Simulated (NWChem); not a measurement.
System meant: CH6SSiTe; SMILES CS[Te][SiH3]

NWChem input:

```
start job
memory heap 200 mb stack 900 mb global 1100 mb
geometry units angstroms noautoz
  Te     0.807141    -0.436078    -0.006473
  S     -0.261596     1.660893     0.677163
  C     -0.796921     2.369226    -0.921674
  H      0.064841     2.595099    -1.578103
  H     -1.314883     3.316273    -0.664972
  H     -1.509262     1.701606    -1.444155
  Si    -1.431072    -1.605132     0.053455
  H     -2.393296    -0.877307    -0.844420
  H     -1.974486    -1.633720     1.452998
  H     -1.246915    -3.013034    -0.449903
end
basis spherical
  * library def2-svp
end
dft
  xc xpbe96 cpbe96
  iterations 150
  mulliken
end
task dft energy
```

End of the output:

```
             Grid Information
             ----------------
          Grid used for XC integration:  medium
          Radial quadrature: Mura-Knowles
          Angular quadrature: Lebedev.
          Tag              B.-S. Rad. Rad. Pts. Rad. Cut. Ang. Pts.
          ---              ---------- --------- --------- ---------
          Te                  1.40      123          11.0       590
          S                   1.00       88          12.0       590
          C                   0.70       49          13.0       434
          H                   0.35       45          14.0       434
          Si                  1.10       88          12.0       590
          Grid pruning is: on
          Number of quadrature shells:   618
          Spatial weights used:  Erf1

          Convergence Information
          -----------------------
          Convergence aids based upon iterative change in
          total energy or number of iterations.
          Levelshifting, if invoked, occurs when the
          HOMO/LUMO gap drops below (HL_TOL):  1.00D-02
          DIIS, if invoked, will attempt to extrapolate
          using up to (NFOCK): 10 stored Fock matrices.

                    Damping( 0%)  Levelshifting(0.5)       DIIS
                  --------------- ------------------- ---------------
          dE  on:    start            ASAP                start
          dE off:    2 iters        150 iters           150 iters

      Screening Tolerance Information
      -------------------------------
          Density screening/tol_rho:  1.00D-10
          AO Gaussian exp screening on grid/accAOfunc:  14
          CD Gaussian exp screening on grid/accCDfunc:  20
          XC Gaussian exp screening on grid/accXCfunc:  20
          Schwarz screening/accCoul:  1.00D-08

      Superposition of Atomic Density Guess
      -------------------------------------

      charge =      52.0 Te (Tellurium)

      symmetry species            s     p     d     f
      number of basis functions =10     7     6
      number of cont. functions = 4     4     2
      number of closed shells   = 5     3     2
      number of open shells     = 0     1     0
      open shell occupation     = 0     4     0
 ------------------------------------------------------------------------
 atomscf:atomd: error in atom scf                   0
 ------------------------------------------------------------------------
 ------------------------------------------------------------------------
  current input line :
    23: task dft energy
 ------------------------------------------------------------------------
 ------------------------------------------------------------------------
 This error has not yet been assigned to a category
 ------------------------------------------------------------------------
 For more information see the NWChem manual at https://nwchemgit.github.io

0:atomscf:atomd: error in atom scf:Received an Error in Communication
```

Find the fault in this run and fix the input.

The program stopped with an error. Cause: the def2 basis of a heavy element holds valence functions alone and wants its effective core potential (without it all electrons must fit into that basis). This input runs:
```
start job
memory heap 200 mb stack 900 mb global 1100 mb
geometry units angstroms noautoz
  Te     0.807141    -0.436078    -0.006473
  S     -0.261596     1.660893     0.677163
  C     -0.796921     2.369226    -0.921674
  H      0.064841     2.595099    -1.578103
  H     -1.314883     3.316273    -0.664972
  H     -1.509262     1.701606    -1.444155
  Si    -1.431072    -1.605132     0.053455
  H     -2.393296    -0.877307    -0.844420
  H     -1.974486    -1.633720     1.452998
  H     -1.246915    -3.013034    -0.449903
end
basis spherical
  * library def2-svp
end
ecp
  Te library def2-ecp
end
dft
  xc xpbe96 cpbe96
  iterations 150
  mulliken
end
task dft energy
```
It converges to -996.79618 Ha (PBE/def2-SVP with def2 effective core potentials on Te).
